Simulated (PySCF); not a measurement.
## Magnetisability: `C=C[B-]1(C#N)OC(=O)C(=O)O1`, [C$_{5}$H$_{3}$BNO$_{4}$]-, charge -1

Molfile (atoms numbered from 1):
```
C5H3BNO4
     RDKit          3D

 14 14  0  0  0  0  0  0  0  0999 V2000
   -2.4157   -0.6836   -0.3628 C   0  0  0  0  0  0  0  0  0  0  0  0
   -1.1779   -0.7770    0.0920 C   0  0  0  0  0  0  0  0  0  0  0  0
   -0.0197    0.3325   -0.0799 B   0  0  0  0  0  0  0  0  0  0  0  0
   -0.5457    1.6864   -0.6664 C   0  0  0  0  0  0  0  0  0  0  0  0
   -0.9500    2.6712   -1.0989 N   0  0  0  0  0  0  0  0  0  0  0  0
    0.6861    0.5749    1.2434 O   0  0  0  0  0  0  0  0  0  0  0  0
    1.9296    0.1959    1.1697 C   0  0  0  0  0  0  0  0  0  0  0  0
    2.7347    0.2392    2.0754 O   0  0  0  0  0  0  0  0  0  0  0  0
    2.1999   -0.3179   -0.2602 C   0  0  0  0  0  0  0  0  0  0  0  0
    3.2548   -0.7491   -0.6743 O   0  0  0  0  0  0  0  0  0  0  0  0
    1.1015   -0.2130   -0.9514 O   0  0  0  0  0  0  0  0  0  0  0  0
   -3.1503   -1.4686   -0.2343 H   0  0  0  0  0  0  0  0  0  0  0  0
   -2.7547    0.1934   -0.8921 H   0  0  0  0  0  0  0  0  0  0  0  0
   -0.8933   -1.6847    0.6175 H   0  0  0  0  0  0  0  0  0  0  0  0
  1  2  2  0
  2  3  1  0
  3  4  1  0
  4  5  3  0
  3  6  1  0
  6  7  1  0
  7  8  2  0
  7  9  1  0
  9 10  2  0
  9 11  1  0
 11  3  1  0
  1 12  1  0
  1 13  1  0
  2 14  1  0
M  CHG  1   3  -1
M  END
```

Method: PySCF 2.14.0, GIAO PBE0/aug-pcSseg-1 magnetisability, rotational g tensor and spin-rotation constants, non-relativistic, gas phase. Geometry: GFN2-xTB.

For an ion the centre-of-mass motion in the field is neglected.

**Question.** How diamagnetic is it, and how anisotropic?

**Answer.** Isotropic -1199 × 10⁻³⁰ J/T², or -72.2 × 10⁻⁶ cm³/mol; principal values -1387, -1162, -1049 × 10⁻³⁰ J/T², anisotropy 298 × 10⁻³⁰ J/T² (root of half the summed squared differences of the principal values). The susceptibility is in cgs units.

**Question.** Split it along the inertial axes a, b, c into diamagnetic and paramagnetic parts about the centre of mass, with the quadrupole moment.

**Answer.** 
```
axis  χ (10⁻⁶ cm³/mol)  diamagnetic (10⁻⁶ cm³/mol)  paramagnetic (10⁻⁶ cm³/mol)  summed x² of all electrons (Å²)  quadrupole Θ (D Å)
   a             -63.8                      -748.0                        684.2                            287.0              -20.89
   b             -82.8                     -1561.2                       1478.4                             95.3              +14.24
   c             -70.1                     -1621.9                       1551.8                             81.0               +6.65
```
Anisotropies 2χaa − χbb − χcc = +25.2 and 2χbb − χaa − χcc = -31.6 × 10⁻⁶ cm³/mol. Θ is traceless in Buckingham's convention.

**Question.** And the rotational g tensor?

**Answer.** 
| axis | rotational constant (GHz) | g | nuclear part | electronic part |
| --- | --- | --- | --- | --- |
| a | 1.8194 | -0.0586 | 0.5262 | -0.5848 |
| b | 0.7904 | -0.0261 | 0.5229 | -0.5490 |
| c | 0.7670 | -0.0283 | 0.5309 | -0.5592 |

Asymmetric top; isotopes 11B, 12C, 1H, 14N, 16O; no vibrational averaging.
